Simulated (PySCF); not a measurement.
Simulated absorption spectrum

Species: C₅H₆FO₂P.
Atom-mapped SMILES: `[CH3:1][C:2](=[O:3])[P@:4]1(=[O:5])[C:6]([CH3:7])=[C:8]1[F:9]` (hydrogens: H10, H11, H12 on C1; H13, H14, H15 on C7)

Structure used (GFN2-xTB), in Å, numbered top down from 1:
```
atom  x, y, z in Å
C1     2.8089    0.1213   -0.3291
C2     1.5588   -0.1218    0.4264
O3     1.3909   -0.2101    1.6025
P4     0.1020   -0.2921   -0.7521
O5     0.3657   -0.1211   -2.1859
C6    -1.5098   -0.0610    0.0885
C7    -2.5795    0.8341    0.5567
C8    -1.1788   -1.3485   -0.0361
F9    -1.7235   -2.5299    0.2140
H10    2.9615   -0.7089   -1.0211
H11    3.6661    0.2348    0.3305
H12    2.6717    1.0124   -0.9436
H13   -2.8643    1.5245   -0.2365
H14   -2.2264    1.4227    1.4032
H15   -3.4478    0.2516    0.8606
```

Method used: PySCF, TDDFT PBE0/def2-SVPD, vertical, gas phase, core orbitals frozen in the response.

Computed states:

```
state  E (eV)       f
   S1    3.59  0.0001
   S2    4.68   0.037
   S3    4.89  0.0013
   S4    5.81  0.0013
   S5    6.13  0.0005
   S6    6.27  0.0070
   S7    6.39   0.027
   S8    6.46  0.0055
```

Broadening: Gaussians 0.25 eV wide at half height, area fixed by f = 4.319×10⁻⁹ ∫ε dν̃. The width is an assumption, not a result. The curve ends short of the highest state used, and states not computed would add to its high-energy end.

(1) Give the broadened spectrum and its maxima.

(2) Does any computed singlet lie in the visible range?

(3) Coming from long wavelengths, where does ε first pass 100 L mol⁻¹ cm⁻¹?

(4) On this curve, what absorbance would a 10⁻³ mol/L sample give at 254 nm over a 1 cm path?

## Answers

(1) 
| E (eV) | ε (L mol⁻¹ cm⁻¹) |
| --- | --- |
| 3.21 | 0 |
| 3.33 | 0 |
| 3.44 | 4 |
| 3.56 | 9 |
| 3.68 | 7 |
| 3.79 | 2 |
| 3.91 | 0 |
| 4.02 | 0 |
| 4.14 | 0 |
| 4.25 | 1 |
| 4.37 | 58 |
| 4.48 | 692 |
| 4.60 | 3023 |
| 4.71 | 3828 |
| 4.83 | 1550 |
| 4.94 | 313 |
| 5.06 | 43 |
| 5.17 | 4 |
| 5.29 | 0 |
| 5.40 | 0 |
| 5.52 | 3 |
| 5.63 | 32 |
| 5.75 | 120 |
| 5.86 | 131 |

Maxima: 345 nm (3.59 eV), ε about 9.7, made up of S1 (100%); 265 nm (4.68 eV), ε about 4000, made up of S2 (99%); 213 nm (5.81 eV), ε about 140, made up of S4 (100%) (ε in L mol⁻¹ cm⁻¹; maxima over ε = 5, shares over 10%).

(2) No computed singlet lies in the visible range (380 to 750 nm); the lowest, at 345 nm, stands 0.33 eV above its violet end (3.26 eV); a Tamm–Dancoff triplet lies at 410 nm, without intensity as long as spin–orbit coupling is left out.

(3) At about 282 nm (4.39 eV), 0.80 eV above S1.

(4) 254 nm is 4.881 eV, where ε is about 780 L mol⁻¹ cm⁻¹, so A = ε c l ≈ 0.78 (Beer–Lambert, with the gas-phase spectrum and the assumed width).

One conformer stands for the species.
